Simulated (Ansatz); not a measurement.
`[OH][Mo]([OH])([OH])([F])([Cl])[Cl]`, 10 atoms. Charge 0, multiplicity 1. Correlated methods include outer-core shells of Mo, which these sets cover unevenly. Mo: def2 effective core potential. All runs use 4 threads of an Arm Neoverse V2 on a shared host. Correlated methods freeze the cores.

Q: How many basis functions does each run have, and how long does it take in Ansatz? RHF-CCSD(T)/def2-SVP energy; RKS CAM-B3LYP-D4/def2-TZVPP energy; RKS PBE0-D4/def2-TZVP relaxation (20 steps); RKS ωB97M-V/def2-SVP energy; direct RPA on PBE orbitals/def2-TZVPP energy; RKS PBE0-D4/def2-QZVPP energy; RHF-MP2/def2-TZVPP energy; RKS PBE0-D4/def2-SVP energy; RKS ωB97M-V/def2-TZVPP energy and forces; RKS ωB97M-V/def2-QZVPP energy; RKS PBE0-D4/def2-TZVP frequencies; RHF-MP2/def2-QZVPP energy. (Estimate.)

A: Ansatz gave: Other jobs shared the machine, so times are rough.

```csv
level,job,functions,wall time,peak host memory (GiB)
RKS PBE0-D4/def2-SVP,energy,138,2.3 s,0.4
RHF-MP2/def2-TZVPP,energy,306,7 s,1
RKS CAM-B3LYP-D4/def2-TZVPP,energy,306,7 s,1.3
RKS ωB97M-V/def2-SVP,energy,138,11 s,0.59
RKS PBE0-D4/def2-QZVPP,energy,539,15 s,2.9
direct RPA on PBE orbitals/def2-TZVPP,energy,306,18 s,1
RKS ωB97M-V/def2-TZVPP,energy and forces,306,22 s,1.6
RHF-MP2/def2-QZVPP,energy,539,34 s,4.1
RKS ωB97M-V/def2-QZVPP,energy,539,35 s,3
RHF-CCSD(T)/def2-SVP,energy,138,36 s,1.2
RKS PBE0-D4/def2-TZVP,relaxation (20 steps),256,2.1 min,1
RKS PBE0-D4/def2-TZVP,frequencies,256,4.6 min,1
```
